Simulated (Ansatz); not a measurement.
C$_{3}$H$_{9}$AlF$_{2}$Si, SMILES `C[Si](C)(C)[Al]([F])[F]`. Charge 0, multiplicity 1. All single points use the PBE0-D4/def2-TZVP geometry. It is one conformer, not always the lowest.

```xyz
16

C     1.797    0.034   -0.562
Si    0.012    0.000    0.027
C    -0.133   -1.064    1.567
C    -0.544    1.755    0.408
Al   -1.401   -0.915   -1.755
F    -1.475   -0.209   -3.246
F    -2.340   -2.259   -1.566
H     2.175   -0.970   -0.769
H     1.907    0.630   -1.471
H     2.434    0.478    0.210
H    -1.162   -1.102    1.932
H     0.494   -0.656    2.366
H     0.191   -2.090    1.377
H    -1.571    1.783    0.780
H     0.102    2.191    1.177
H    -0.488    2.393   -0.477
```

Problem. What is the dipole moment at r2SCAN/def2-TZVPP? (Estimate.)

Solution. Ansatz gave: 3.17 D, with components (1.82, 1.16, 2.32) D in this frame, pointing from negative to positive charge.

Problem. And with PBE, B3LYP, ωB97M-V? (An estimate is asked.)

Solution. Ansatz gave: PBE 3.23 D, B3LYP 3.21 D, ωB97M-V 3.17 D.

Problem. Give the Mulliken charges with r2SCAN, B3LYP, PBE in def2-TZVPP. (An estimate is asked.)

Solution. Computed: 
```
atom  r2SCAN  B3LYP    PBE
  C1   -0.31  -0.40  -0.37
 Si2    0.18   0.24   0.14
  C3   -0.30  -0.37  -0.35
  C4   -0.31  -0.40  -0.37
 Al5    0.79   0.75   0.67
  F6   -0.36  -0.36  -0.32
  F7   -0.36  -0.35  -0.31
  H8    0.07   0.10   0.10
  H9    0.08   0.11   0.11
 H10    0.07   0.09   0.10
 H11    0.07   0.10   0.10
 H12    0.07   0.09   0.10
 H13    0.07   0.10   0.10
 H14    0.07   0.10   0.10
 H15    0.07   0.10   0.10
 H16    0.08   0.11   0.11
```

B3LYP here is the variant with VWN-RPA as its local correlation; programs differ in this.
